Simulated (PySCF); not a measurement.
**XPS shifts beside NMR shieldings**

Species: Si(vinyl)3(NHEt), C8H15NSi.
Structure used (PBE0-D3(BJ)/def2-SVP), in Å, numbered top down from 1:
```xyz
25
C8H15NSi angstrom
Si     0.063    0.596   -0.107
C     -0.069    0.637    1.766
C     -0.803    1.520    2.455
H      0.453   -0.142    2.339
H     -1.362    2.321    1.957
H     -0.891    1.486    3.547
C      1.873    0.466   -0.571
C      2.885    0.576    0.298
H      2.115    0.323   -1.634
H      2.711    0.731    1.369
H      3.934    0.525   -0.015
C     -0.713    2.150   -0.807
C     -1.468    2.153   -1.912
H     -0.519    3.110   -0.311
H     -1.678    1.223   -2.454
H     -1.900    3.071   -2.327
N     -0.746   -0.750   -0.856
C     -0.214   -2.093   -0.948
C     -0.515   -2.981    0.252
H     -1.762   -0.730   -0.820
H     -0.593   -2.579   -1.866
H      0.878   -2.019   -1.081
H     -0.078   -2.563    1.172
H     -0.111   -3.996    0.111
H     -1.601   -3.071    0.414
```

Binding energies: delta-SCF UKS SCAN, pcX-2 on the ionised atom, pcseg-1 elsewhere, spin-free X2C in PySCF. Shieldings: GIAO B3LYP/pcSseg-1, non-relativistic, same geometry.

```
atom  isotropic shielding (ppm)
  C2                       30.6
  C3                       37.7
 C18                      137.5
 C19                      153.9
```

Question: What are the C 1s binding energies of these atoms?

Answer: 
```tsv
atom	environment	C 1s (eV)	isotropic shielding (ppm)
C2	carbon bonded to C, Si and H	289.59	30.6
C3	carbon bonded to C and 2 H	289.99	37.7
C19	carbon bonded to C and 3 H	290.34	153.9
C18	carbon bonded to C, N and 2 H	291.21	137.5
```

Question: Among the listed atoms, is the one with the highest binding energy also the least shielded?

Answer: No. The highest binding energy is at C18 (291.21 eV, shielding 137.5 ppm), the lowest shielding at C2 (30.6 ppm, 289.59 eV).

By binding energy: C2 < C3 < C19 < C18. By shielding: C2 < C3 < C18 < C19.

Of atoms equivalent by bonding only the ionised one is listed; its partners' own values can differ in this conformer. One conformer (not necessarily the lowest) at the PBE0-D3(BJ)/def2-SVP geometry, without solvent, vibrations or thermal averaging.
